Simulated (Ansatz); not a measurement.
`O[SiH2]S[SiH2]Cl` + `O[SiH](Cl)Cl` → `O[SiH2]O[SiH](Cl)Cl` + `S[SiH2]Cl`  (ligand exchange at the Si–S bond)

Calculated with Ansatz (gas phase, PBE0-D4/def2-TZVP geometries, no zero-point term in ΔE). CBS: MP2 limit from def2 TZ/QZ plus the TZ coupled-cluster correction, frozen cores. This one scheme is used for every species. Functionals use def2-TZVPP. Each species was taken in one conformer, which may not be the lowest.

```
              species  r2SCAN energy (Eh)
   `O[SiH2]S[SiH2]Cl`         -1515.70150
       `O[SiH](Cl)Cl`         -1286.43220
`O[SiH2]O[SiH](Cl)Cl`         -1652.43396
          `S[SiH2]Cl`         -1149.71775
```

Task: Work out ΔE.

Result: ΔE = (-1652.43396) + (-1149.71775) − (-1515.70150) − (-1286.43220) = -0.01801 Eh = -47.3 kJ/mol. CCSD(T)/CBS gives -52.6 kJ/mol.

Largest T1 diagnostic among the species: 0.011.

The D4 term adds +3.8 kJ/mol with B3LYP and +1.7 kJ/mol with PBE0; it sums over pairs of atoms, weighted by their polarisabilities, and B3LYP, whose exchange is more repulsive, gets the larger term. From PBE to PBE0 (25 % exact exchange), in def2-TZVPP and without D4, ΔE moves by −4.8 kJ/mol.

B3LYP here is the variant with VWN-RPA as its local correlation; programs differ in this.
